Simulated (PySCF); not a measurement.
C3H6N2Si, SMILES CC1=NC=N[SiH2]1.

The structure is a stationary point at PBE0-D3(BJ)/def2-SVP. This is a generated structure with no PubChem entry under its InChIKey; it may be hypothetical.

All values below come from TDDFT-PBE/def2-SVPD run with PySCF.

Vertical excitations. Gas-phase values at a fixed geometry. State labels are in the subgroup Cs.

Q: Estimate the UV-visible absorptions. (Estimate from the structure and the level; the computed values follow.)

A: 
| state | symmetry | energy (eV) | λ (nm) | f | main pairs |
|---|---|---|---|---|---|
| S1 | A" | 2.97 | 417 | 0.000 | HOMO→LUMO 100 % |
| S2 | A" | 3.55 | 349 | 0.001 | HOMO−1→LUMO 99 % |
| S3 | A' | 4.89 | 253 | 0.075 | HOMO−2→LUMO 96 % |
| S4 | A' | 5.42 | 229 | 0.011 | HOMO→LUMO+1 96 % |
| S5 | A' | 5.80 | 214 | 0.021 | HOMO→LUMO+3 98 % |
| S6 | A" | 5.86 | 212 | 0.001 | HOMO→LUMO+2 97 % |
| S7 | A' | 5.86 | 211 | 0.019 | HOMO−3→LUMO 60 %, HOMO−1→LUMO+1 34 % |
| S8 | A" | 6.12 | 203 | 0.005 | HOMO−4→LUMO 97 % |
| S9 | A' | 6.16 | 201 | 0.048 | HOMO−1→LUMO+1 55 %, HOMO−3→LUMO 23 %, HOMO→LUMO+4 11 % |
| S10 | A' | 6.35 | 195 | 0.003 | HOMO−1→LUMO+3 99 % |
| T1 | A" | 2.63 | 472 | 0 | HOMO→LUMO 100 % |
| T2 | A" | 3.12 | 397 | 0 | HOMO−1→LUMO 99 % |
| T3 | A' | 3.47 | 357 | 0 | HOMO−2→LUMO 98 % |
| T4 | A' | 5.15 | 241 | 0 | HOMO−3→LUMO 85 % |
Triplets are in the Tamm–Dancoff approximation, which puts them higher than full response would, so one can lie above its singlet here.
